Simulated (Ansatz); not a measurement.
Two members of one family (Series SiCl3X), computed with Ansatz in the gas phase. The two geometries come from different levels. Binding counts from free atoms in the multiplicity of their measured ground term, without zero-point energy. A dash marks a value that wasn't run or was left out as unsound. The structures are stationary points that may keep the symmetry of their start. Remarks come from the PBE and PBE0 runs and from stability tests at other levels; not every state was tested. HOMO above LUMO (over both spins in singlets and doublets, within one spin in higher multiplets; at PBE or PBE0), or a gap under 0.15 eV within one spin, warns that the state may not be the lowest or that an electron is smeared out.

First: Si(iPr)Cl3 (singlet, charge 0, PBE-D4/def2-SVP geometry).

```xyz
14

Si   -0.0208    0.2552    1.6084
C     0.1514   -0.4290   -0.1400
C     1.1865    0.3722   -0.9464
C    -1.2186   -0.4995   -0.8346
H     0.5333   -1.4650    0.0177
H     2.1769    0.3856   -0.4499
H     0.8577    1.4236   -1.0812
H     1.3151   -0.0715   -1.9563
H    -1.1174   -0.9569   -1.8415
H    -1.9458   -1.1038   -0.2567
H    -1.6491    0.5149   -0.9688
Cl    1.8175    0.3146    2.5647
Cl   -1.2998   -0.9227    2.7357
Cl   -0.7869    2.1822    1.5488
```

```csv
level,HOMO (eV),LUMO (eV),gap (eV),vertical IE (eV),binding per atom (eV)
PBE-D4/def2-SVP,-7.28,-0.72,6.57,–,4.00
PBE-D4/def2-TZVP,-7.39,-1.12,6.27,9.99,3.98
PBE0-D4/def2-SVP,-8.63,0.27,8.90,–,3.96
PBE0-D4/def2-TZVP,-8.66,-0.12,8.55,10.43,3.94
BHLYP-D4/def2-TZVP,-9.88,0.99,10.86,10.72,3.82
```

Remarks: gap within one spin near zero at PBE or PBE0 (+1 doublet).

Second: SiCl3(NiPr2) (singlet, charge 0, r2SCAN-D4/def2-SVP geometry).

```xyz
25

Si   -0.952    1.269   -1.549
Cl   -0.943    3.273   -1.031
Cl    0.014    1.093   -3.357
Cl   -2.942    0.805   -1.865
N    -0.278    0.303   -0.324
C    -0.982    0.400    0.979
C    -1.587   -0.940    1.397
C    -0.100    1.024    2.059
C     0.914   -0.568   -0.382
C     0.723   -1.753   -1.331
C     2.198    0.213   -0.665
H    -1.828    1.095    0.820
H    -0.808   -1.697    1.581
H    -2.166   -0.827    2.326
H    -2.259   -1.316    0.611
H     0.772    0.390    2.292
H     0.265    2.010    1.734
H    -0.670    1.155    2.993
H     1.012   -0.987    0.635
H     0.645   -1.420   -2.377
H    -0.192   -2.308   -1.078
H     1.579   -2.444   -1.260
H     3.076   -0.448   -0.588
H     2.189    0.643   -1.678
H     2.319    1.036    0.056
```

Task: Estimate how these quantities change from the first to the second (second minus first).

Result: 
| level | Δ HOMO (eV) | Δ LUMO (eV) | Δ gap (eV) | Δ vertical IE (eV) | Δ binding per atom (eV) |
| --- | --- | --- | --- | --- | --- |
| PBE-D4/def2-SVP | 1.74 | 0.25 | -1.49 | – | 0.14 |
| PBE-D4/def2-TZVP | 1.73 | 0.24 | -1.49 | -1.66 | 0.13 |
| PBE0-D4/def2-SVP | 1.68 | 0.29 | -1.39 | – | 0.13 |
| PBE0-D4/def2-TZVP | 1.67 | 0.26 | -1.40 | -1.89 | 0.12 |
| BHLYP-D4/def2-TZVP | 1.62 | 0.28 | -1.34 | – | 0.12 |
